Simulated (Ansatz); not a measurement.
`N[Si]F` + `[SiH3]N[SiH3]` → `N[Si]N([SiH3])[SiH3]` + H–F at 700 K and 1 bar (ligand exchange at the Si–F bond).

Gas-phase electronic energies from Ansatz, PBE0-D4/def2-TZVP geometries. CBS: MP2 limit from def2 TZ/QZ plus the TZ coupled-cluster correction, frozen cores. This one scheme is used for every species. Each species was taken in one conformer, which may not be the lowest.

```
               species  CCSD(T)/CBS energy (Eh)  H − E (kJ/mol)  S (J/(mol·K))
              `N[Si]F`               -444.84306           116.9          330.3
       `[SiH3]N[SiH3]`               -637.10515           245.6          444.2
`N[Si]N([SiH3])[SiH3]`               -981.52495           320.3          541.2
                   H–F               -100.39570            45.2          198.5
```

H − E and S are ideal-gas, rigid-rotor, harmonic terms from PBE0-D4/def2-TZVP, for one conformer and one mirror image of each species. 1 Eh = 2625.50 kJ/mol, R = 8.31446 J/(mol·K).

Problem. By hand: ΔE, ΔH, ΔS and ΔG.

Solution. ΔE = (-981.52495) + (-100.39570) − (-444.84306) − (-637.10515) = 0.02756 Eh = 72.4 kJ/mol. Δ(H − E) = 320.3 + 45.2 − 116.9 − 245.6 = 3.0, so ΔH = 75.4 kJ/mol. ΔS = 541.2 + 198.5 − 330.3 − 444.2 = -34.8 J/(mol·K). ΔG = 75.4 − 700 × (-34.8)/1000 = 99.8 kJ/mol.

Problem. By hand: the equilibrium constant, and the temperature at which ΔG would vanish if ΔH and ΔS stayed fixed.

Solution. log₁₀ K = −ΔG/(RT ln 10) = -7.4. ΔH and −TΔS have one sign here, so there is no such temperature.

ΔH outweighs TΔS. A doubt of 5 kJ/mol in ΔE shifts log₁₀ K by 0.4 here. Other conformers and mirror images would add mixing entropy, several J/(mol·K) or more a flexible species. Modes under 60 cm⁻¹, often nearly free rotors, make the harmonic entropy too high. These are equilibria of isolated gas molecules and say nothing of rates. Largest T1 diagnostic: 0.014 (customary marks: 0.02 for closed shells, 0.045 for open ones).
